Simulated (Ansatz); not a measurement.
Cost and result for the atomization energy of F3GeHS (`[F][Ge]([F])([F])[SH]`) (6 atoms, 5 bonds).

```xyz
6

F     1.275   -0.190    1.291
Ge   -0.066   -0.377    0.250
F    -0.274   -2.048   -0.017
F    -1.401    0.158    1.171
S     0.154    0.634   -1.653
H     0.312    1.823   -1.043
```

The species carries charge 0 and has multiplicity 1. Correlated methods include outer-core shells of Ge, which these sets cover unevenly. Scalar relativity is left out up to krypton. The geometry is a stationary point of PBE0-D4/def2-TZVP. It is one conformer, not always the lowest. Program: Ansatz. All runs use 4 threads of a server CPU on a shared host. Times are those of one run each, without the atoms' runs, and a repeat can differ threefold. Electronic energies, without spin–orbit coupling; frozen cores. CCSD(T)/CBS adds CCSD(T) − MP2 in def2-TZVPP to the MP2 limit, and its time is that of the two runs behind it. T1 = 0.012. With those shells the extrapolation isn't a true limit. B3LYP takes the VWN-RPA correlation (the form of Gaussian; ORCA's B3LYP/G). HSE06 is the plane-wave form, built on full-range PBE exchange.

CCSD(T)/CBS is a level of theory with its own doubt, some kJ/mol a heavy atom from the limit and from the frozen cores, so smaller differences don't rank the functionals.

```
                             level  functions  wall time  atomization (kJ/mol)  difference from CCSD(T)/CBS  per bond
              revPBE-D4/def2-TZVPP        197     0.65 s                2064.1                        -46.5      -9.3
               BHLYP-D4/def2-TZVPP        197      1.2 s                1957.5                       -153.1     -30.6
               HSE06-D4/def2-TZVPP        197      1.4 s                2066.0                        -44.6      -8.9
           CAM-B3LYP-D4/def2-TZVPP        197      1.4 s                2086.7                        -23.9      -4.8
r2SCAN-D4/def2-TZVPP (with forces)        197      1.6 s                2112.0                          1.4       0.3
 B3LYP-D4/def2-TZVPP (with forces)        197      1.8 s                2056.3                        -54.3     -10.9
                 B2PLYP/def2-TZVPP        197      1.9 s                2064.4                        -46.2      -9.2
               PBE-QIDH/def2-TZVPP        197      1.9 s                2071.8                        -38.8      -7.8
                  CCSD(T)/def2-SVP         97      2.1 s                1923.0                       -187.6     -37.5
  ωB97M-V/def2-TZVPP (with forces)        197      3.7 s                2092.1                        -18.5      -3.7
                    MP2/def2-QZVPP        360      6.5 s                2189.3                         78.7      15.7
                CCSD(T)/def2-TZVPP        197       35 s                2051.7                        -58.9     -11.8
                 CCSD(T)/CBS(def2)          –       42 s                2110.6                          0.0       0.0
```

The D4 term adds +22.5 kJ/mol with B3LYP and +11.6 kJ/mol with PBE0; it sums over pairs of atoms, weighted by their polarisabilities, and B3LYP, whose exchange is more repulsive, gets the larger term. From BLYP to BHLYP (50 % exact exchange), in def2-TZVPP and without D4, the atomization energy moves by −113.6 kJ/mol: exact exchange takes away binding that semilocal exchange gives to molecules. At CCSD(T), def2-SVP lies −187.7 kJ/mol from the extrapolated value and def2-TZVPP −58.9 kJ/mol: correlation converges slowly with the basis, and small sets miss more of it in the bonded molecule than in its fragments.
